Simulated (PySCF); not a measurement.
**Spinor energies of Mo³⁷⁺ (molybdenum, charge +37)**

Start: [He] 2s2 2p1; 2p3/2 filled at m_j = +3/2. Calculated with PySCF 2.14 in an uncontracted even-tempered set (17 s from 17 bohr⁻², ratio 2.4; 12 p from 21 bohr⁻², ratio 2.4; 5 d from 71 bohr⁻², ratio 2.6; 4 f from 110 bohr⁻², ratio 2.6): generalised Hartree-Fock with the X2C-1e Hamiltonian and a Gaussian nucleus; one run each with spin-orbit coupling (SO) screened by Boettger's factors, then bare. This is a chosen level, not necessarily the ground level.

```csv
spinor shell,electrons,"ε, screened SO (eV)","ε, bare SO (eV)",weight of nominal j (bare SO),"rms radius, bare SO (bohr)"
1s1/2,2,-23128.8,-23128.9,1.000,0.0401
2s1/2,2,-5380.9,-5381.0,1.000,0.156
2p3/2,1,-5173.7,-5171.8,1.000,0.137
```

| quantity | screened SO | bare SO |
| --- | --- | --- |
| E (hartree) | -2383.80247 | -2383.73277 |
| M_J | 3/2 | 3/2 |
| ⟨J²⟩ | 3.750 | 3.750 |
| ⟨L²⟩ | 2.000 | 2.000 |
| ⟨S²⟩ | 0.750 | 0.750 |

Each row is a mean over spinors that exchange with the open shell spreads, by up to 33.998 eV (2s1/2).

Breit and QED terms are absent; they matter most for the inner s and p1/2 levels.

Densities and radii are taken from the X2C orbitals without a picture-change correction, which distorts them close to the nucleus.
